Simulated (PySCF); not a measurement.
## Calculated data, B₂H₂O₂, BClO, BFO

All values are calculated (PySCF 2.14.0). Calculation on a computer-drawn molecule: optimised geometry and harmonic frequencies of an isolated molecule of the commonest isotopes, restricted reference for singlets and unrestricted otherwise, frozen core in MP2.

Common to all runs: charge 0; multiplicity 1.

(1) B₂H₂O₂

Start structure:
```xyz
6
B2H2O2
O     -3.5647    -0.8288    -1.1644
B     -2.6654    -0.5115    -0.4567
B     -1.3798    -0.0973     0.5968
O     -0.6495     0.9831     0.2922
H     -1.1488    -0.7578     1.5710
H      0.0481     1.1705     0.9035
```

Here we set method MP2 and basis cc-pVDZ.

The calculation gives: rotational constants 49.86, 3.705, 3.449 GHz; total energy -200.8936 hartree; convergence status largest gradient component 3.317e-05 hartree/bohr.

Drawn bonds:
```
atom  other atom  order
   1           2      2
   2           3      1
   3           4      1
   3           5      1
   4           6      1
```

Optimised structure:
```xyz
6
B2H2O2
O     -3.5870    -0.8391    -1.1791
B     -2.6614    -0.5122    -0.4514
B     -1.3812    -0.0956     0.5930
O     -0.6472     1.0019     0.2747
H     -1.1357    -0.7497     1.5777
H      0.0524     1.1528     0.9275
```

Modes:
```
frequency (cm⁻¹)  reduced mass (dalton)
           194.4                    6.7
           301.4                  3.394
           495.6                  9.493
           689.9                  1.383
           719.3                   3.79
           937.7                   1.45
            1038                  1.038
            1208                  1.716
            1390                  4.325
            1946                  12.14
            2658                  1.096
            3844                  1.066
```

(2) BClO

Start structure:
```xyz
3
BClO
O     -0.8072    -1.4415    -0.5030
B     -0.3337    -0.3225    -0.3808
Cl     0.3963     1.1873    -0.1683
```

Settings of this run: method HF and basis cc-pV(D+d)Z.

Results for BClO: rotational constants 5.228, 5.228 GHz; total energy -559.1416 hartree; convergence status largest gradient component 1.141e-06 hartree/bohr.

Drawn bonds:
```
atom  other atom  order
   1           2      2
   2           3      1
```

Optimised structure:
```xyz
3
BClO
O     -0.8104    -1.4156    -0.5076
B     -0.3183    -0.3448    -0.3703
Cl     0.3841     1.1837    -0.1743
```

Modes:
```
frequency (cm⁻¹)  reduced mass (dalton)
           449.2                  12.04
           449.2                  12.04
           719.7                  19.12
            2165                  12.31
```

(3) BClO

Start structure:
```xyz
3
BClO
O     -0.8104    -1.4156    -0.5076
B     -0.3183    -0.3448    -0.3703
Cl     0.3841     1.1837    -0.1743
```

Settings of this run: method MP2 and basis cc-pV(D+d)Z.

The calculation gives: rotational constants 5.099, 5.099 GHz; total energy -559.5406 hartree; convergence status largest gradient component 2.537e-05 hartree/bohr.

Drawn bonds:
```
atom  other atom  order
   1           2      2
   2           3      1
```

Optimised structure:
```xyz
3
BClO
O     -0.8209    -1.4385    -0.5105
B     -0.3139    -0.3353    -0.3691
Cl     0.3903     1.1971    -0.1726
```

Modes:
```
frequency (cm⁻¹)  reduced mass (dalton)
           407.4                  12.04
           407.5                  12.04
           696.5                  19.27
            1969                  12.25
```

(4) BFO

Start structure:
```xyz
3
BFO
O     -0.2670    -0.4296    -2.0464
B      0.4462    -0.1232    -2.9076
F      1.2057     0.2084    -3.9465
```

Here we set method HF and basis cc-pVDZ.

The calculation gives: rotational constants 9.512, 9.512 GHz; total energy -199.0834 hartree; convergence status largest gradient component 1.918e-05 hartree/bohr.

Drawn bonds:
```
atom  other atom  order
   1           2      2
   2           3      1
```

Optimised structure:
```xyz
3
BFO
O     -0.2598    -0.4274    -2.0353
B      0.4432    -0.1228    -2.9431
F      1.2014     0.2057    -3.9221
```

Modes:
```
frequency (cm⁻¹)  reduced mass (dalton)
           541.6                  12.05
           541.6                  12.05
            1057                  17.14
            2265                  12.13
```

(5) BFO

Start structure:
```xyz
3
BFO
O     -0.2598    -0.4274    -2.0353
B      0.4432    -0.1228    -2.9431
F      1.2014     0.2057    -3.9221
```

Here we set method MP2 and basis cc-pVDZ.

The calculation gives: rotational constants 9.076, 9.076 GHz; total energy -199.5306 hartree; convergence status largest gradient component 3.172e-05 hartree/bohr.

Drawn bonds:
```
atom  other atom  order
   1           2      2
   2           3      1
```

Optimised structure:
```xyz
3
BFO
O     -0.2783    -0.4354    -2.0115
B      0.4452    -0.1219    -2.9457
F      1.2179     0.2128    -3.9434
```

Modes:
```
frequency (cm⁻¹)  reduced mass (dalton)
           487.5                  12.05
           487.6                  12.05
           977.2                   17.2
            2083                   12.1
```
